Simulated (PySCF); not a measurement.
C₇H₁₁OP.
Bonds: C1–C2 (double), C2–P3, P3–C4, C4–C5, C5–C6 (double), C6–O7, O7–C8, C6–C9, P3–C9. Hydrogens: H10, H11 on C1; H12 on C2; H13, H14 on C4; H15 on C5; H16, H17, H18 on C8; H19, H20 on C9.

The same species was optimised twice, with GFN2-xTB and with PBE0-D3(BJ)/def2-SVP (PySCF), and the same property calculations (PySCF, gas phase) were run on both structures.

```
     coordinate  GFN2-xTB  PBE0-D3(BJ)/def2-SVP  change
      C5=C6 (Å)     1.329                 1.347  +0.018
      C6–O7 (Å)     1.360                 1.343  -0.017
      C1=C2 (Å)     1.322                 1.335  +0.013
      P3–C4 (Å)     1.874                 1.883  +0.009
      O7–C8 (Å)     1.406                 1.401  -0.005
      C6–C9 (Å)     1.504                 1.499  -0.005
      P3–C9 (Å)     1.869                 1.873  +0.004
      C2–P3 (Å)     1.828                 1.830  +0.002
      C4–C5 (Å)     1.498                 1.499  +0.001
   C2–P3–C9 (°)      96.2                  97.9    +1.7
   C2–P3–C4 (°)      96.4                  97.7    +1.3
   C5–C6–O7 (°)     129.3                 128.2    -1.1
   C1–C2–P3 (°)     122.5                 121.6    -0.9
   C4–P3–C9 (°)      90.3                  91.1    +0.8
   C5–C6–C9 (°)     116.6                 117.2    +0.6
   O7–C6–C9 (°)     114.1                 114.6    +0.5
   C6–O7–C8 (°)     117.0                 117.3    +0.3
C1–C2–P3–C4 (°)      -132                  -133      -1
C5–C6–O7–C8 (°)         1                     0      -1
```

Rotational constants: A = 2733, B = 822.0, C = 777.8 MHz (GFN2-xTB) against A = 2844, B = 797.5, C = 757.3 MHz (PBE0-D3(BJ)/def2-SVP). Point groups within 0.08 Å: C1 and C1.

On the GFN2-xTB structure: HOMO (eV) -6.41 [PBE0/pcSseg-1]; LUMO (eV) -0.12 [PBE0/pcSseg-1]; dipole (D) 2.08 [PBE0/pcSseg-1]; GIAO shielding of C1 (ppm) 49.8 [PBE0/pcSseg-1]; GIAO shielding of C2 (ppm) 35.4 [PBE0/pcSseg-1]; GIAO shielding of P3 (ppm) 355.5 [PBE0/pcSseg-1]; GIAO shielding of C4 (ppm) 151.7 [PBE0/pcSseg-1]; GIAO shielding of C5 (ppm) 90.4 [PBE0/pcSseg-1]; GIAO shielding of C6 (ppm) 17.1 [PBE0/pcSseg-1]; GIAO shielding of O7 (ppm) 222.0 [PBE0/pcSseg-1]; GIAO shielding of C8 (ppm) 129.0 [PBE0/pcSseg-1].

Task: What do these properties become on the PBE0-D3(BJ)/def2-SVP structure?

Result: 
```tsv
property	level	on GFN2-xTB	on PBE0-D3(BJ)/def2-SVP	change
HOMO (eV)	PBE0/pcSseg-1	-6.41	-6.34	+0.07
LUMO (eV)	PBE0/pcSseg-1	-0.12	-0.22	-0.10
dipole (D)	PBE0/pcSseg-1	2.08	2.05	-0.03
energy, GFN2-xTB geometry as zero (kcal/mol)	PBE0/pcSseg-1	0.0	-0.7	-0.7
GIAO shielding of C1 (ppm)	PBE0/pcSseg-1	49.8	45.0	-4.8
GIAO shielding of C2 (ppm)	PBE0/pcSseg-1	35.4	32.8	-2.6
GIAO shielding of P3 (ppm)	PBE0/pcSseg-1	355.5	350.8	-4.7
GIAO shielding of C4 (ppm)	PBE0/pcSseg-1	151.7	150.9	-0.8
GIAO shielding of C5 (ppm)	PBE0/pcSseg-1	90.4	88.2	-2.2
GIAO shielding of C6 (ppm)	PBE0/pcSseg-1	17.1	15.7	-1.4
GIAO shielding of O7 (ppm)	PBE0/pcSseg-1	222.0	219.5	-2.5
GIAO shielding of C8 (ppm)	PBE0/pcSseg-1	129.0	127.9	-1.1
```

The heavy atoms differ by 0.073 Å rms after alignment. Among bonds between heavy atoms C5=C6 and C6–O7 change most and about equally (-0.017 to +0.018 Å). Changes are differences of the printed values. Neither structure is proved a minimum here.
